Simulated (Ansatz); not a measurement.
Cost and result for the atomization energy of C$_{3}$H$_{7}$BSi (12 atoms, 13 bonds).

```xyz
12

C     0.911    1.128   -1.003
C     1.457    0.760    0.062
C     1.271   -0.292    0.954
B     0.285   -0.410   -0.465
Si   -1.656   -0.201    0.021
H     0.800    1.816   -1.815
H     0.755   -0.066    1.882
H     2.042   -1.052    1.023
H     0.702   -1.291   -1.164
H    -2.512    0.180   -1.140
H    -2.240   -1.448    0.595
H    -1.816    0.874    1.050
```

Charge 0, multiplicity 1. The bonds changed during the relaxation, so this is another structure than the one it started from. The structure was optimised at the PBE0-D4/def2-TZVP level. It is one conformer, not always the lowest. Program: Ansatz. All runs use 4 threads of an Arm Neoverse V1 on a shared host. Times are those of one run each, without the atoms' runs, and a repeat can differ threefold. Electronic energies, without spin–orbit coupling; frozen cores. CCSD(T)/CBS adds CCSD(T) − MP2 in def2-TZVPP to the MP2 limit, and its time is that of the two runs behind it. T1 = 0.013. B3LYP takes the VWN-RPA correlation (the form of Gaussian; ORCA's B3LYP/G).

CCSD(T)/CBS is a level of theory with its own doubt, some kJ/mol a heavy atom from the limit and from the frozen cores, so smaller differences don't rank the functionals.

```csv
level,functions,wall time,atomization (kcal/mol),difference from CCSD(T)/CBS,per bond
PBE-D4/def2-TZVPP (with forces),264,2.7 s,1108.6,28.9,2.2
PBE0-D4/def2-TZVPP,264,3.1 s,1092.8,13.1,1.0
r2SCAN-D4/def2-TZVPP (with forces),264,5.5 s,1091.7,12.0,0.9
B3LYP-D4/def2-TZVPP (with forces),264,5.5 s,1083.5,3.8,0.3
B2PLYP/def2-TZVPP,264,6 s,1072.8,-6.9,-0.5
ωB97X-V/def2-TZVPP,264,8.5 s,1084.9,5.2,0.4
ωB97M-V/def2-TZVPP (with forces),264,12 s,1086.6,6.9,0.5
MP2/def2-QZVPP,508,25 s,1088.5,8.8,0.7
CCSD(T)/def2-TZVPP,264,2.2 min,1055.2,-24.5,-1.9
CCSD(T)/CBS(def2),–,2.6 min,1079.7,0.0,0.0
```

From PBE to PBE0 (25 % exact exchange), in def2-TZVPP and without D4, the atomization energy moves by −14.8 kcal/mol: exact exchange takes away binding that semilocal exchange gives to molecules. In def2-TZVPP, CCSD(T) changes the Hartree–Fock value by +250.6 kcal/mol (the triples alone add +17.8 kcal/mol) and MP2 by +269.4 kcal/mol; breaking electron pairs costs correlation energy, which Hartree–Fock lacks. The D4 term adds +10.1 kcal/mol with B3LYP and +5.3 kcal/mol with PBE0; it sums over pairs of atoms, weighted by their polarisabilities, and B3LYP, whose exchange is more repulsive, gets the larger term.
